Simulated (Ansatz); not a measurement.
Spin states of CrF2 (SMILES [F][Cr][F]), each relaxed with B3LYP-D3(BJ)/def2-TZVP.
State 1 (charge 0, multiplicity 5):
```csv
atom,x (Å),y (Å),z (Å)
Cr,0.3215,0.2261,0.1509
F,-0.3791,1.1361,-1.2038
F,0.0244,-1.3148,0.9825
```
State 2 (charge 0, multiplicity 1):
```xyz
3

Cr     0.30393     0.21490     0.14172
F     -0.36601     1.11677    -1.17677
F      0.02891    -1.28430     0.96473
```

Singlets are restricted, other states unrestricted; no spin–orbit coupling, no relativity up to Kr; see below for the cores. The largest T1 diagnostic is 0.044.

The values were computed with Ansatz (an electronic-structure program) with Gaussian orbitals. Each number belongs to the level named beside it.

**Question.** One of these levels gives 76.08 kcal/mol for the energy of the multiplicity-1 state less that of the multiplicity-5 state. Which one is it?
(A) SVWN5/def2-TZVPP
(B) r2SCAN/def2-TZVPP
(C) BLYP/def2-TZVPP

**Answer.** B, r2SCAN/def2-TZVPP. The others give 62.86 (SVWN5/def2-TZVPP), 55.52 (BLYP/def2-TZVPP)
